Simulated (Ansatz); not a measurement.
Basis-set extrapolation for CH6AlBO, SMILES `B[CH2][AlH][OH]` (PBE0-D4/def2-TZVP geometry, frozen core, Ansatz 0.2.0). Multiplicity 1, RHF reference.

```json
{"": "HF", "def2-TZVPP": "-382.942440", "def2-QZVPP": "-382.956769"}
{"": "MP2 correlation", "def2-TZVPP": "-0.603198", "def2-QZVPP": "-0.646534"}
{"": "CCSD(T) correlation", "def2-TZVPP": "-0.663012", "def2-QZVPP": "not run"}
```

Energies in hartree. Use E(X) = E(∞) + A·exp(−7.88·√X) for Hartree–Fock and E(X) = E(∞) + B·X^(−2.97) for correlation, with X = 3 and 4, and add CCSD(T) minus MP2 of the smaller set to the MP2 limit.

Problem. What is the CCSD(T) energy at the basis-set limit?

Solution. HF limit: -382.956769 + (-0.014329) × 0.13774 = -382.95874. MP2 limit: -0.646534 + (-0.043336) × 0.74074 = -0.67863. Higher-order term: -0.663012 − (-0.603198) = -0.05981. Total: -383.69718 hartree, 2.50 eV below CCSD(T)/def2-TZVPP.
